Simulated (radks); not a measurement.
All-electron atom: S2+ in [Ne] 3s2 3p2.

Method: non-relativistic Kohn-Sham, PBE, spin-polarised, spherical densities, point nucleus; open shells are filled with parallel spins first; computed with a radial shooting solver on a logarithmic mesh with Libxc functionals.

Energy parts (hartree):
total: -396.71029
kinetic: 396.25019
electron-nucleus: -931.52088
Hartree: 163.29815
exchange-correlation: -24.73774

Orbitals (lengths in bohr, moments of r in powers of bohr):
orbital  occ.  eigenvalue (hartree)      <r^4>
1s up       1             -89.07932  0.0004175
1s down     1             -89.06679  0.0004173
2s up       1              -8.67717     0.1371
2s down     1              -8.66459     0.1364
2p up       3              -6.70018     0.1292
2p down     3              -6.68282     0.1282
3s up       1              -1.48228      12.88
3s down     1              -1.38130      13.43
3p up       2              -1.06625      21.25
3p down     0              -0.96895      23.38

The highest occupied level is 3p up at -29.014 eV. The spin density at the nucleus is -0.2551 e/bohr^3 (1s -0.2217, 2s 0.0955, 3s -0.1289), a Fermi contact field of -13.4 T. Spin moment in Bohr magnetons: 2.
